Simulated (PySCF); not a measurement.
Compound: CH7BOPSb.
Cartesian coordinates in Å at the PBE0-D3(BJ)/def2-SVP level; atoms count from 1:
```xyz
12
CH7BOPSb angstrom
C     -0.985   -1.350    0.305
O      0.285   -0.877    0.693
B      0.715    0.379    0.483
P     -0.422    1.766   -0.239
Sb     2.734    0.877    1.395
H     -1.780   -0.635    0.574
H     -1.019   -1.529   -0.782
H     -1.171   -2.300    0.824
H     -0.911    1.084   -1.393
H      0.588    2.502   -0.916
H      3.248    1.782    0.032
H      3.443   -0.560    0.791
```

Theory: PBE0-D3(BJ)/def2-SVP geometry optimisation, gas phase, def2 core potentials past Kr (PySCF 2.14.0).

(1) Which atoms are bound to Sb5, and at what distances?

(2) List the angles at Sb5.

(3) What is the shape at Sb5?

(4) What are the other bond lengths?

(5) Give some angles away from the centre.

(6) What are the rotational constants (commonest isotopes, rigid rotor)?

## Answers

(1) 3 atoms: H12 1.713 Å, H11 1.715 Å, B3 2.271 Å. The nearest atom not counted as bound is O2, at 3.09 Å.

(2) 
```csv
angle,degrees,distance of the outer atoms (Å)
B3–Sb5–H11,93.6,2.93
B3–Sb5–H12,92.4,2.90
H11–Sb5–H12,92.2,2.47
```

(3) Pyramidal: angles 93.6°, 92.4° and 92.2°, sum 278.2°, 1.02 Å off the plane of its three neighbours.

(4) C1–O2 1.410 Å; O2–B3 1.344 Å; B3–P4 1.933 Å; C1–H6, C1–H7, C1–H8 1.101 Å; P4–H9, P4–H10 1.424 Å.

(5) C1–O2–B3 124.0°, O2–B3–P4 122.7°, O2–B3–Sb5 115.3°, P4–B3–Sb5 121.1°.

(6) A = 3253, B = 952.8, C = 750.3 MHz: an asymmetric top.

Charge 0, singlet. No frequency check.

On Arm Neoverse V1, one thread, shared host, this took 76 s of wall time and 0.52 GiB of memory at its peak. These figures are those of the optimisation.

One conformer stands for the species.
